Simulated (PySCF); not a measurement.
C6H6N (doublet state).
Cartesian coordinates in Å at the GFN2-xTB level; atoms count from 1:
```
atom  x, y, z in Å
C1     3.060   -0.394    0.262
C2     1.862   -0.224    0.397
C3     0.520   -0.035    0.492
C4    -0.360    0.071   -0.721
N5    -0.739    1.465   -0.987
C6    -1.559   -0.728   -0.518
C7    -2.537   -1.373   -0.273
H8     4.094   -0.547    0.173
H9     0.068    0.137    1.457
H10    0.173   -0.294   -1.609
H11   -1.284    1.838   -0.216
H12    0.092    2.035   -1.102
H13   -3.395   -1.951   -0.095
```

The hyperfine couplings belong to this conformer and change with its torsions.

The species is `C#C[CH][C@H](N)C#C` [radical].

Computed with UKS B3LYP, pcH-1 on C H N, non-relativistic, mean-field spin-orbit, GIAO in PySCF 2.14.0. Isolated species at its GFN2-xTB geometry (one conformer only). A GFN2-xTB geometry isn't a minimum of the functional, and hyperfine couplings can be far from their values at a DFT geometry. The SCF solution wasn't tested for stability.

(1) Match the computed a_iso(13C) values +65.9, -63.6, +44.0, -25.6, +17.2, +2.8 MHz with the sites C1; C2; C3; C4; C6; C7.

(2) Match the computed a_iso(1H) values -50.6, -41.3, -5.1, +2.2, -1.6 MHz (means over equivalent nuclei) with the sites H8; H9; H10; H11/H12; H13.

Answers

(1) 
```json
{"site": "C1", "a_iso (MHz)": "+44.0", "ρ(0) (bohr⁻³)": "+0.0391", "position": "a main spin site", "distance from C3 (Å)": "2.58", "spin population": "+0.54", "largest |T| (MHz)": "77.0"}
{"site": "C2", "a_iso (MHz)": "-63.6", "ρ(0) (bohr⁻³)": "-0.0566", "position": "1 bond from C1", "distance from C3 (Å)": "1.36", "spin population": "-0.26", "largest |T| (MHz)": "22.2"}
{"site": "C3", "a_iso (MHz)": "+65.9", "ρ(0) (bohr⁻³)": "+0.0586", "position": "largest spin population", "distance from C3 (Å)": "0.00", "spin population": "+0.74", "largest |T| (MHz)": "119.2"}
{"site": "C4", "a_iso (MHz)": "-25.6", "ρ(0) (bohr⁻³)": "-0.0228", "position": "1 bond from C3", "distance from C3 (Å)": "1.50", "spin population": "-0.05", "largest |T| (MHz)": "0.9"}
{"site": "C6", "a_iso (MHz)": "+17.2", "ρ(0) (bohr⁻³)": "+0.0153", "position": "2 bonds from C3", "distance from C3 (Å)": "2.41", "spin population": "0.00", "largest |T| (MHz)": "3.1"}
{"site": "C7", "a_iso (MHz)": "+2.8", "ρ(0) (bohr⁻³)": "+0.0025", "position": "3 bonds from C3", "distance from C3 (Å)": "3.42", "spin population": "+0.02", "largest |T| (MHz)": "4.0"}
```

(2) 
```tsv
site	a_iso (MHz)	ρ(0) (bohr⁻³)	position	distance from C3 (Å)	bound to	spin population there	largest |T| (MHz)
H8	-41.3	-0.0092	1 bond from C1	3.62	C1	+0.54	21.1
H9	-50.6	-0.0113	1 bond from C3	1.08	C3	+0.74	28.7
H10	+2.2	+0.0005	2 bonds from C3	2.14	C4	-0.05	6.1
H11/H12	-5.1	-0.0011	3 bonds from C3	2.67	N5	+0.07	8.2
H13	-1.6	-0.0004	4 bonds from C3	4.40	C7	+0.02	2.1
```

ρ(0) is the spin density at the nucleus and T the dipolar tensor; entries for several nuclei are means. Largest spin populations (Mulliken): C3 (+0.74), C1 (+0.54), C2 (-0.26) and N5 (+0.07). The angles at C3 add up to 359.8°, so it is planar; its axial dipolar tensor and the negative coupling of its proton fit spin in a p orbital normal to that plane. Main spin sites, with 60 % or more of the largest population: C1, C3; positions count bonds from the nearest.

Class means assume fast exchange of nuclei equivalent by connectivity; if that motion is slow, each nucleus keeps its own coupling.
